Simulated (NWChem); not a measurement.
# Correlation energy of Bi

```
Bi
```
Charge 0, spin multiplicity 4.

Program: NWChem.

Basis set: def2-SVP. Each correlation energy counts from its own Hartree-Fock reference.

| method | correlation energy (mHa) |
|---|---|
| CCSD(T) on ROHF | -77.2 |
| SCS-UMP2 | -56.8 |
| CCSD[T] on ROHF | -77.3 |
| CCSD[T] on UHF | -73.9 |
| CCSD on ROHF | -76.0 |
| CCSD(T) on UHF | -73.8 |
| CCSD on UHF | -72.6 |
| CCSDT on ROHF | -77.3 |
| UMP2 | -62.4 |

The values span 20.5 mHa, from CCSDT on ROHF (lowest) to SCS-UMP2 (highest). 

Effective core potentials replace the inner electrons of Bi; spin-orbit coupling is left out. The correlated methods keep 4 core orbitals frozen. No SCF solution was tested for a lower state. Open-shell Hartree-Fock references start from PBE0 orbitals. Coupled-cluster values serve here as a point of comparison, not as the truth.
